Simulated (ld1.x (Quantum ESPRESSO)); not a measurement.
# Before and after: TM semilocal potential for zirconium

ld1.x (Quantum ESPRESSO) 7.5 input, shortened:

```
&input
   title='Zr', zed=40., rel=1, dft='PBE', iswitch=3,
   config='[Kr] 4d2 5s1.5 5p0'
 /
 &inputp
   pseudotype=1, tm=.true., lloc=2,
   nlcc=.false.
 /
3
5S  1  0   1.50   0.00  2.90  2.90  0.0
5P  2  1   0.00   0.00  4.05  4.05  0.0
4D  3  2   2.00   0.00  1.80  1.80  0.0
 &test
   configts(1)='4d2 5s1.5 5p0'
 /
```

All-electron outer shells of the reference configuration (PBE, scalar-relativistic, ld1.x):

| shell | level (eV) | outermost node (bohr) | outermost maximum (bohr) |
| --- | --- | --- | --- |
| 4p | -35.65 | 0.56 | 1.17 |
| 5s | -7.11 | 1.46 | 3.08 |
| 4d | -6.66 | 0.58 | 1.59 |
| 5p | -3.77 | 1.69 | 3.90 |

Change: functional LDA (PZ).

Cutoffs: the cutoffs (Ry, on a coarse ladder) from which the occupation-weighted sum of valence levels, in a spherical-Bessel basis at the reference potential, stays within 10 and 1 mRy of its value at 400 Ry; they do not see the model core or the augmentation charge, which bear on the density cutoff. Errors are all-electron minus pseudo energies relative to the spin-unpolarised reference configuration.

Predict the effect on cutoff, ghosts and configuration errors.

The potential gets neither clearly harder nor softer (30 Ry and 40 Ry → 30 Ry and 40 Ry); the number of tests with a reliable result goes from 7 to 9; of the 7 tests that both files solve, the error grows in 1 and shrinks in 5 by more than 15 % and 0.3 meV (median size 14.2 → 4.7 meV); neither file shows a bound ghost. A semilocal file is local in each channel, so a ghost entry of none says nothing of the separable form that plane-wave codes build from it.

| quantity | base | changed |
| --- | --- | --- |
| cutoff, loose | 30 Ry | 30 Ry |
| cutoff, tight | 40 Ry | 40 Ry |
| loose cutoff by channel (10 mRy a level) | s 6 Ry, d 25 Ry | s 6 Ry, d 30 Ry |
| bound ghosts | none | none |
| error for 4d2 5s2 5p0, meV [ΔE -2.88 → -2.97 eV] | +1.9 | +3.1 |
| error for 4d2 5s1 5p0, meV [ΔE 4.26 → 4.38 eV] | +4.4 | +4.1 |
| error for 4d2 5s0 5p0, meV [ΔE 17.20 → 17.62 eV] | +149 | +70 |
| error for 4d2 5s1 5p1, meV [ΔE 0.16 → 0.15 eV] | +1.2 | -0.1 |
| error for 4d2 5s0 5p2, meV [ΔE 3.33 → 3.42 eV] | +14 | +4.7 |
| error for 4d1 5s2 5p0, meV [ΔE 4.78 → 4.85 eV] | +43 | +35 |
| error for 4d2 5s0 5p1, meV [ΔE 7.97 → 8.19 eV] | +29 | +19 |
| s: phases at 4.39 bohr within 0.05 rad from the reference energy up to (Ry; the scan ends near 5) | 0.6 | 0.6 |
| p: phases at 4.39 bohr within 0.05 rad from the reference energy up to (Ry; the scan ends near 5) | 0.9 | 0.9 |
| d: phases at 4.39 bohr within 0.05 rad from the reference energy up to (Ry; the scan ends near 5) | to the end of the scan | to the end of the scan |
